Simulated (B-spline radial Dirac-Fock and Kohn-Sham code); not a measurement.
# Atomic SCF run for Hg

ΔSCF core binding energies without Breit or QED terms, calculated with an atomic code on a B-spline grid. Keys: rel is the Hamiltonian (dirac, or spin-free x2c and nr, where L3 and M5 stand for the whole 2p and 3d shells), method is hf or an exchange,correlation pair (spin-unpolarised, also for the hole states), nuc the nuclear model, radius_factor scales its radius, rmax is the box in bohr, h the logarithmic mesh step, order the B-spline order, points the quadrature points per cell, c_factor scales the speed of light, and damp, ndamp, maxit and tol steer the iteration. The run stops when the commutator error falls below 10·tol·max(1, Z/10), or the numerical noise floor, and the energy has settled to about 1e-8 Ha; the virial ratio is −V/T.

Input (task.json):

```json
{"items": [{"Z": 80, "q": 0, "cfg": [[1, 0, 2], [2, 0, 2], [2, 1, 6], [3, 0, 2], [3, 1, 6], [3, 2, 10], [4, 0, 2], [4, 1, 6], [4, 2, 10], [4, 3, 14], [5, 0, 2], [5, 1, 6], [5, 2, 10], [6, 0, 2]], "A": 202, "rrms": 5.4648, "do": "settings", "holes": ["K", "L3", "M5"],
  "settings": [{"rel": "dirac", "method": "hf", "nuc": "fermi", "radius_factor": 100.0, "rmax": 45.0, "h": 0.3, "order": 8, "points": 10, "c_factor": 1.0, "maxit": 58, "damp": 0.5, "ndamp": 3, "tol": 1e-08}]}]}
```

Command: `python xray2_run.py task.json out`

Ground-state iterations:

```
iter   energy (Ha)        error
   1   -17035.26899867  3.86e+00
   2   -17036.20256713  1.25e-01
   3   -17036.49270824  3.78e-02
   4   -17036.50034173  1.44e-02
   5   -17036.50114704  3.86e-03
   6   -17036.50125454  4.61e-04
   7   -17036.50125651  5.80e-05
   8   -17036.50125662  3.16e-05
   9   -17036.50125664  7.67e-06
  10   -17036.50125665  8.44e-07
  11   -17036.50125665  1.23e-07
```

The ground state converged in 11 iterations, with total energy -17036.50126 Ha, virial ratio 2.07746 and highest orbital energy -6.20 eV. ΔSCF binding energies: K (1s) 55467.1 eV, L3 (2p3/2) 12427.4 eV, M5 (3d5/2) 2360.4 eV.

Q: One setting is unsound. Which, and why?

A: radius_factor inflates the nucleus far beyond its size, which weakens the binding of the inner electrons. With the default settings (Dirac Hartree-Fock): The ground state converged in 11 iterations, with total energy -19648.87252 Ha, virial ratio 1.86773 and highest orbital energy -8.93 eV. ΔSCF binding energies: K (1s) 83558.7 eV, L3 (2p3/2) 12326.4 eV, M5 (3d5/2) 2305.9 eV.
